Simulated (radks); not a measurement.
Results of a calculation; reference values are marked as such.
Species: Hg. Configuration: [Hg]. Code: a radial shooting solver on a logarithmic mesh with Libxc functionals. Model: scalar-relativistic Kohn-Sham, PBEsol, spin-polarised, spherical densities, finite nucleus; Fermi nuclear charge, rms radius 5.4648 fm.

Radial electron density D(r) = 4 pi r^2 rho(r):

r (bohr)  D(r) (e/bohr)
0.001814          25.39
0.002112          30.98
0.002458          37.49
0.002862          44.95
0.003332          53.32
0.003879          62.46
0.004516          72.14
0.005257          81.95
0.00612           91.35
0.007068          99.27
0.008228          105.9
0.009579          110.0
0.01115           111.3
0.01298           109.6
0.01511           105.9
0.01759           101.5
0.02048           98.71
0.02384           99.83
0.02776           106.4
0.03232           118.4
0.03762           133.0
0.0438            145.4
0.05099           150.7
0.05936           146.0
0.0691            133.7
0.08044           121.4
0.09365           117.4
0.109             124.6
0.1269            136.3
0.1478            139.8
0.172             126.9
0.2002            102.4
0.2331            82.16
0.2714            77.93
0.3159            86.29
0.3678            92.23
0.4282            84.53
0.4985            65.26
0.5803            44.95
0.6756            31.54
0.7865            25.38
0.9083            22.48
1.057             19.23
1.231             15.05
1.433             10.81
1.668             7.344
1.942             4.848
2.261             3.127
2.632             1.940
3.064             1.127
3.567            0.5955
4.153            0.2794
4.835            0.1142
5.628           0.03979
6.552           0.01142
7.628          0.002595
8.88          0.0004506

D(r) has 4 maxima, at r = 0.0110, 0.0514, 0.142, 0.368 bohr, and minima at 0.0213, 0.0914, 0.261 bohr, inside which lie 1.88, 11.00, 30.03 electrons.
